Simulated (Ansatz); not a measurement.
Two members of one family (BH3 adduct), computed with Ansatz in the gas phase. The two geometries come from different levels. A negative affinity means that the extra electron isn't bound at that geometry and level; within about 0.2 eV of zero the sign isn't settled. Binding counts from free atoms in the multiplicity of their measured ground term, without zero-point energy. A dash marks a value that wasn't run or was left out as unsound. The structures are stationary points that may keep the symmetry of their start. Remarks come from the PBE and PBE0 runs and from stability tests at other levels; not every state was tested. A HOMO above zero means that the electron is unbound at that level and held by the basis, or that self-interaction error raises the level; the energy of removing that electron tells which.

First: B(NH2Me)H3 (singlet, charge 0, PBE-D4/def2-TZVP geometry).

```xyz
11

B     0.7034   -0.7067   -0.9244
N    -0.5780    0.0082   -0.2006
C    -0.2545    0.6959    1.0726
H    -1.2954   -0.7046   -0.0333
H    -0.9888    0.6779   -0.8585
H    -1.1411    1.1632    1.5229
H     0.1742   -0.0434    1.7588
H     0.5085    1.4542    0.8632
H     1.1168   -1.5227   -0.1175
H     1.4947    0.1946   -1.1442
H     0.2603   -1.2167   -1.9391
```

```tsv
level	HOMO (eV)	LUMO (eV)	gap (eV)	vertical EA (eV)	binding per atom (eV)
PBE-D4/def2-TZVPD	-6.39	-1.04	5.35	-0.55	3.59
r2SCAN-D4/def2-TZVP	-6.67	0.07	6.74	–	3.54
PBE0-D4/def2-SVP	-7.57	0.79	8.36	–	3.57
PBE0-D4/def2-TZVPD	-7.74	-0.34	7.39	-0.67	3.55
BHLYP-D4/def2-TZVP	-9.05	0.84	9.89	–	3.49
```

Remarks: HOMO above zero (-1 doublet).

Second: B(SMe2)H3 (singlet, charge 0, r2SCAN-D4/def2-SVP geometry).

```xyz
13

B     1.202   -0.688   -1.062
S    -0.619   -0.317   -0.477
C    -0.632    1.478   -0.264
C    -0.618   -0.839    1.253
H     0.241    1.781    0.332
H    -1.572    1.797    0.209
H    -0.555    1.913   -1.269
H     0.253   -0.404    1.764
H    -1.558   -0.541    1.739
H    -0.531   -1.933    1.249
H     1.230   -0.197   -2.179
H     1.240   -1.907   -1.061
H     1.919   -0.143   -0.234
```

Estimate the same table for the second.


```json
{"level": "PBE-D4/def2-TZVPD", "HOMO (eV)": "-6.59", "LUMO (eV)": "-0.79", "gap (eV)": "5.79", "vertical EA (eV)": "-0.56", "binding per atom (eV)": "3.64"}
{"level": "r2SCAN-D4/def2-TZVP", "HOMO (eV)": "-6.83", "LUMO (eV)": "-0.31", "gap (eV)": "6.52", "vertical EA (eV)": "–", "binding per atom (eV)": "3.61"}
{"level": "PBE0-D4/def2-SVP", "HOMO (eV)": "-7.76", "LUMO (eV)": "0.80", "gap (eV)": "8.56", "vertical EA (eV)": "–", "binding per atom (eV)": "3.61"}
{"level": "PBE0-D4/def2-TZVPD", "HOMO (eV)": "-7.84", "LUMO (eV)": "-0.08", "gap (eV)": "7.76", "vertical EA (eV)": "-0.67", "binding per atom (eV)": "3.61"}
{"level": "BHLYP-D4/def2-TZVP", "HOMO (eV)": "-9.03", "LUMO (eV)": "1.37", "gap (eV)": "10.39", "vertical EA (eV)": "–", "binding per atom (eV)": "3.53"}
```

Remarks: HOMO above zero (-1 doublet).
